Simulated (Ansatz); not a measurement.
Basis-set series for `[CH3][In]([NH2])[O][SiH3]`. Charge 0, multiplicity 1. In: def2 effective core potential. The structure was optimised at the PBE0-D4/def2-TZVP level. It is one conformer, not always the lowest.

```
functional       basis  functions  energy (Eh)  HOMO (eV)  LUMO (eV)
   PBE0-D4    def2-SVP        126   -652.02696      -7.07      -0.66
   PBE0-D4  def2-TZVPP        297   -652.35675      -7.26      -0.89
   ωB97M-V    def2-SVP        126   -652.18325      -9.42       1.00
   ωB97M-V  def2-TZVPP        297   -652.52202      -9.63       0.61
```

(1) Give the rows for def2-QZVPP. (Estimate.)

## Answers

(1) The calculation gave: 
| functional | basis | functions | energy (Eh) | HOMO (eV) | LUMO (eV) |
| --- | --- | --- | --- | --- | --- |
| PBE0-D4 | def2-QZVPP | 563 | -652.37990 | -7.30 | -1.03 |
| ωB97M-V | def2-QZVPP | 563 | -652.54371 | -9.68 | 0.31 |

Positive LUMOs are unbound and depend on the basis.

Computed with Ansatz.
